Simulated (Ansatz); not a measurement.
Molecule: dichloroboranyl(trimethyl)silane, C₃H₉BCl₂Si, charge 0, multiplicity 1. 
Structure (B3LYP-D3(BJ)/def2-TZVP (Ansatz, an electronic-structure program) minimum search):
SMILES: C[Si](C)(C)B(Cl)Cl
```xyz
16

C     -2.2908    -0.0863    -0.9616
Si    -0.9774     0.5802     0.2107
C     -1.5270     0.3766     1.9943
C     -0.6486     2.3936    -0.1726
B      0.7335    -0.4459    -0.1250
Cl     1.5434    -1.3801     1.1254
Cl     1.4679    -0.4228    -1.7263
H     -1.9681     0.0000    -2.0008
H     -2.5075    -1.1378    -0.7631
H     -3.2224     0.4740    -0.8493
H     -0.7675     0.7470     2.6857
H     -2.4510     0.9287     2.1822
H     -1.7078    -0.6731     2.2339
H      0.1082     2.8123     0.4937
H     -1.5623     2.9810    -0.0517
H     -0.2996     2.5197    -1.1991
```

Quantity: atomisation energy (electronic, to ground-state atoms), in kJ/mol. Correlated levels leave the core frozen unless marked. Open shells are spin-unrestricted. No spin-orbit coupling. Non-relativistic. The coupled-cluster limit lacks core correlation, which all-electron functionals hold. CBS(X,Y): correlation extrapolated as X^-3; Hartree-Fock from the larger set. The bracket is a focal-point correction in the basis named.

| level | program | atomisation energy (kJ/mol) |
|---|---|---|
| HF/aug-cc-pV(D+d)Z | Ansatz | 4526.0 |

Question: What does RI-MP2/CBS(aug-cc-pV(T+d)Z,aug-cc-pV(Q+d)Z)+[CCSD(T)-MP2]/aug-cc-pV(T+d)Z (Ansatz) give?

Answer: 5999.7 kJ/mol
